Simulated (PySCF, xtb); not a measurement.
C₃H₇NSi, SMILES CC1[SiH2]CN=1.

GFN2-xTB (xtb) at its own geometry gives an orbital gap of 2.84 eV and a dipole moment of 2.85 D.

Coordinates come from a PBE0-D3(BJ)/def2-SVP optimisation. This is a generated structure with no PubChem entry under its InChIKey; it may be hypothetical.

### Question
What does PySCF with PBE/def2-TZVP give? (Estimate from the structure and the level; the computed values follow.)

### Answer
gap 3.80 eV (levels -5.40 and -1.59 eV), dipole 1.37 D.
